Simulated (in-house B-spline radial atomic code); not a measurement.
Computed with a B-spline radial atomic code. Model: two electrons, singlet ground state, non-relativistic, full CI in B-splines with partial waves to l = 8 (at full coupling up to 3e-4 hartree above the limit, correlation up to 0.6 % small), density held at that of full coupling by Lieb maximisation.

W(λ) is the mean repulsion in the state of coupling λ less the Hartree energy of the fixed density. Its start is exact exchange, its initial slope is twice the second-order Görling-Levy correlation energy, and its area from 0 to 1 is E_xc. A straight curve means weak, dynamic correlation, and a curve that drops fast and flattens means strong correlation.

Command:
```bash
python run_ac.py task.json out
```
Settings (lengths in bohr, energies in hartree):
```
potential              yukawa
strength               1.6
lmax                   8
second                 0.195
```

Run time, properties included: 80 s on 1 thread of Intel(R) Xeon(R) Processor @ 2.30GHz (shared host).

**W = mean repulsion less Hartree energy, and W of three functionals.**

Given: confinement screened point charge; nuclear charge 1.6; screening of the nucleus 0.195 1/bohr; external potential -Z exp(-k r)/r.

Computed: LDA exchange minus exact 100.59 millihartree; PBE exchange minus exact 2.6641 millihartree.

```tsv
coupling	W xc (hartree)	W xc minus exchange (millihartree)	kinetic minus Kohn-Sham (millihartree)	LDA (PW92) W minus its exchange (millihartree)	PBE W minus its exchange (millihartree)	SCAN W minus its exchange (millihartree)
0	-0.75072	0	0	0	0	0
0.02	-0.75272	-1.997	0.02	-11.08	-1.67	-1.8
0.05	?	?	?	?	?	?
0.12	-0.76234	-11.615	0.69	-42.08	-10.15	-10.24
0.25	-0.77399	-23.272	2.83	-68.95	-20.91	-20.26
0.4	-0.78637	-35.651	6.84	-92.66	-32.65	-30.78
0.6	-0.80131	-50.59	14.29	-117.79	-47.09	-43.44
0.8	-0.8147	-63.975	23.63	-138.34	-60.26	-54.82
1	?	?	?	?	?	?
1.4	-0.84752	-96.804	59.26	-184.44	-93.48	-83.22
2	-0.87234	-121.61	101.11	-217.34	-119.65	-105.48
3	-0.90237	-151.65	175.25	-256.84	-153.08	-133.73
4.5	-0.93207	-181.35	284.94	-297.08	-188.79	-163.38
7	-0.96174	-211.02	452.05	-339.96	-228.13	-194.6
```

Problem. What belongs in the row 0.05?

Solution. W xc (hartree): -0.75567; W xc minus exchange (millihartree): -4.945; kinetic minus Kohn-Sham (millihartree): 0.12; LDA (PW92) W minus its exchange (millihartree): -22.36; PBE W minus its exchange (millihartree): -4.21; SCAN W minus its exchange (millihartree): -4.42.

Problem. What belongs in the row 1?

Solution. W xc (hartree): -0.82674; W xc minus exchange (millihartree): -76.024; kinetic minus Kohn-Sham (millihartree): 34.45; LDA (PW92) W minus its exchange (millihartree): -155.8; PBE W minus its exchange (millihartree): -72.29; SCAN W minus its exchange (millihartree): -65.14.

Problem. What is the SCAN exchange minus exact?

Solution. -7.0828 millihartree.

**Energy parts, natural occupations and partial-wave weights.**

Computed: total energy -1.1578 hartree; exchange energy -0.75072 hartree; initial slope twice GL2 -0.10046 hartree; kinetic part over minus potential part 0.45321; Hartree energy 1.5014 hartree; Kohn-Sham kinetic 1.6147 hartree; Lieb Oxford ratio E_xc over LDA exchange 1.2187.

```
natural  occupation of the shell (electrons)
      s                               1.9704
      s                             0.016588
      p                             0.011763
      d                                    ?
      p                           0.00035643
      s                           0.00022353
```

Problem. What belongs in the row d?

Solution. occupation of the shell (electrons): 0.00044356.

```json
{"wave": "s", "weight": "0.99363"}
{"wave": "p", "weight": "?"}
{"wave": "d", "weight": "0.00024775"}
{"wave": "f", "weight": "3.2646e-05"}
{"wave": "g", "weight": "7.3364e-06"}
```

Problem. What belongs in the row p?

Solution. weight: 0.0060761.

Problem. What is the kinetic part of the DFT correlation energy?

Solution. 0.034455 hartree.

Problem. What is the correlation energy?

Solution. -0.041569 hartree.

Half-way to full coupling W has made 57 % of its drop, against 50 % for a straight line, and second-order (GL2) theory, half the initial slope, overshoots the correlation energy by about 21 %: a moderate bend, as in light atoms. Over couplings 0 to 1 the errors in E_xc come to about +44 millihartree for LDA, +5.5 millihartree for PBE, -1.3 millihartree for SCAN, so SCAN is nearest. In LDA and SCAN the errors of exchange and correlation have opposite signs, so the sum is smaller than the larger of the two.
